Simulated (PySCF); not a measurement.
## Computed properties of Cd(F)(Me) (CH3CdF), SMILES [CH3][Cd][F]

CH₃CdF, SMILES [Cd]([F])[CH3]. Geometry optimised at B3LYP-D3(BJ)/def2-TZVP. The def2 effective core potentials stand for the cores of Cd; spin–orbit coupling is left out. Other conformers were not sampled. All values are computed for the isolated molecule unless a solvent is named; none is compared with measurement here.

**Structure.** The optimised structure has C3v symmetry. All 12 harmonic modes at B3LYP-D3(BJ)/def2-TZVP (PySCF) are real, so it is a minimum. With heavy atoms numbered as in [Cd:1]([F:2])[CH3:3], the shortest bond between them is Cd1–F2 at 1.961 Å and the longest Cd1–C3 at 2.100 Å.

**Vibrations.** The strongest infrared lines (harmonic, unscaled, degenerate partners summed) lie at 580 cm⁻¹ (80 km/mol, F 58 %, Cd 23 %, C 15 %), 745 cm⁻¹ (71 km/mol, H 85 %, C 14 %), 130 cm⁻¹ (20 km/mol, F 38 %, C 25 %, Cd 22 %, H 14 %). The softest mode is at 130 cm⁻¹ and the zero-point energy is 23.3 kcal/mol.

**Electronic structure.** r2SCAN/def2-TZVPD (PySCF) places the frontier levels at -7.57 and -1.51 eV, a gap of 6.06 eV, and gives a dipole moment of 3.49 D and a mean polarisability of 45.0 bohr³.

**Excitations.** TDDFT-CAM-B3LYP/def2-SVPD (PySCF) has S1 at 6.90 eV (180 nm, f = 0.399, bright); the most intense of the 10 singlets computed lies at 6.90 eV (f = 0.40). Strengths of degenerate partners are summed. T1 (TDA) is at 5.40 eV. No vertical singlet excitation falls in the visible range (under 3.1 eV).
